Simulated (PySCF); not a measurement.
Coordinates in bohr (charge 1 multiplicity 3):
```
Re    0.0000    0.0000   -0.2570
O     2.5965    0.0000    1.4993
O    -2.5965    0.0000    1.4993
```

These are results of PySCF, UPBE0, basis Re def2-TZVP with ECP60, O def2-TZVP (scalar-relativistic core potentials, no spin–orbit coupling, density fitting), not measurements.

This geometry of ReO₂⁺ is a stationary point at this level.

Q: What is the point group?

A: C2v.

Q: Is it a minimum?

A: Yes: all harmonic wavenumbers are real.

Q: Which band is strongest in the infrared?

A: 1043 cm⁻¹ (b2), 112 km/mol.

Q: What are the dipole moment and the gap between the highest occupied and lowest empty levels of either spin?

A: 3.66 D about the centre of mass and 3.53 eV.

Q: Give the atomic charges and bond orders.

A: 
```tsv
atom	Mulliken	Löwdin	polar tensor	spin (Mulliken)	Mayer order to Re1
Re1	1.49	1.20	1.87	1.94	–
O2,3	-0.25	-0.10	-0.43	0.03	2.25
```

Other isomers or separated fragments may lie lower. Open d and f shells are described by one determinant, and the ground state may have another occupation or spin. With an element this heavy the missing spin–orbit coupling can shift these numbers.
